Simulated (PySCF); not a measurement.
# One molecule, several mistakes: BCH7NSi

These are calculations, not measurements. They come from PySCF 2.14.0, an open-source quantum chemistry program, on an isolated molecule that a program drew, which may never have been made. The molecule is BCH7NSi (charge 0, doublet), drawn as the SMILES string `[BH]NC[SiH3]`.

Each row is a Hartree-Fock (HF) and frozen-core CCSD(T) single point in the cc-pV(D+d)Z basis, meant for a local HF minimum. Run 1 is clean. Each other run has one planted mistake out of seven kinds, and not every kind appears here: one electron removed, one electron added, multiplicity raised by two, geometry at a saddle point, minimal basis STO-3G, one bond length entered in bohr, all coordinates scaled. The reference is restricted for singlets and unrestricted otherwise, and also for a bond in bohr. Adding or removing an electron swaps singlet and doublet. Electrons count all cores. HOMO and LUMO are orbital energies over both spins, the gradient is its largest component, and the lowest frequency (negative if imaginary) is given only where the gradient is small. Bond lengths are over the 10 bonds as drawn. T1 is the CCSD diagnostic: over 0.02 (restricted) or 0.045 (unrestricted) a single reference is doubtful.

Geometry of the clean run:
```xyz
11
BCH7NSi, angstrom
B    -1.1572   -0.1196    0.5503
N    -0.8577   -1.3931    0.1199
C     0.0202   -1.7914   -0.9701
Si    0.8602   -0.3828   -1.9284
H    -1.8941    0.1322    1.4615
H    -1.2807   -2.1690    0.5958
H     0.8162   -2.4432   -0.5918
H    -0.5365   -2.3902   -1.7002
H     1.7480    0.4214   -1.0611
H    -0.1261    0.4933   -2.5969
H     1.6852   -1.0512   -2.9663
```

| run | electrons | basis functions | <S^2> | HOMO (eV) | LUMO (eV) | gradient (hartree/bohr) | lowest frequency (cm^-1) | mean bond (Å) | longest bond (Å) | T1 | HF (hartree) | CCSD(T) (hartree) | mistake |
|---|---|---|---|---|---|---|---|---|---|---|---|---|---|
| 1 | 39 | 100 | 0.758 | -8.79 | 3.01 | 2.2e-05 | 135 | 1.3569 | 1.900 | 0.0143 | -409.98224 | -410.53528 | no fault |
| 2 | 39 | 100 | 0.758 | -8.70 | 3.09 | 2.6e-02 | - | 1.3257 | 1.856 | 0.0136 | -409.97648 | -410.52573 | all coordinates scaled |
| 3 | 39 | 100 | 3.768 | -5.25 | 0.22 | 1.7e-01 | - | 1.3569 | 1.900 | 0.0152 | -409.80433 | -410.32206 | multiplicity raised by two |
| 4 | 38 | 100 | 0.000 | -17.24 | -6.22 | 1.2e-01 | - | 1.3569 | 1.900 | 0.0157 | -409.70592 | -410.25442 | ? |
| 5 | 39 | 100 | 1.383 | -8.57 | 2.64 | 1.9e-02 | - | 1.4794 | 2.602 | 0.0684 | -409.82242 | -410.35039 | ? |

**Which mistake was planted in run 4, and what did it cost?**

It counts 38 electrons, one fewer than the clean run, at the same geometry and basis. So the mistake is: one electron removed. Subtracting run 1 and multiplying by 627.51 kcal/mol a hartree, the energy moved by 173.4 kcal/mol in HF and 176.2 kcal/mol in CCSD(T).

**Which mistake was planted in run 5, and what did it cost?**

The mean bond changes by a factor of 1.090 and the longest by 1.369, so the molecule wasn't scaled as a whole. A length L in bohr read as angstrom grows by (1/0.5292 - 1) L = 0.890 L. The 10 bonds together grew by 10 x 0.1225 = 1.225 Å, which gives L = 1.377 Å. That is bond B1-N2, 1.377 Å in the clean geometry. So the mistake is: one bond length entered in bohr. Subtracting run 1 and multiplying by 627.51 kcal/mol a hartree, the energy moved by 100.3 kcal/mol in HF and 116.0 kcal/mol in CCSD(T).

Cautions from the logs. Run 5: T1 is over the limit, so its CCSD(T) energy is less reliable.
